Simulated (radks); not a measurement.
Values are calculated unless marked as measured or tabulated.
Question: All-electron atom: Rh II in [Kr] 4d8. Level of theory: Dirac Kohn-Sham, LDA (Slater exchange, Perdew-Wang correlation), spin-unpolarised, spherical densities, finite nucleus; open shells fill j = l - 1/2 first; Fermi nuclear charge, rms radius 4.4945 fm (a radial shooting solver on a logarithmic mesh with Libxc functionals).

Spin-orbit splittings of the eigenvalues, e(l+1/2) - e(l-1/2), with zeta = 2 splitting/(2l+1) and mean radii in bohr:

shell  occ.  splitting (eV)  zeta (eV)  <r> j=l-1/2  <r> j=l+1/2
2p        6           144.4      96.26       0.1204       0.1252
3p        6           24.85      16.57       0.3835       0.3944
3d       10           4.906      1.962       0.3686       0.3721
4p        6               ?          ?        1.060        1.092
4d        8          0.4047     0.1619        1.536        1.558

Estimate the 4p splitting.

Answer: 3.949 eV (zeta = 2.633 eV).
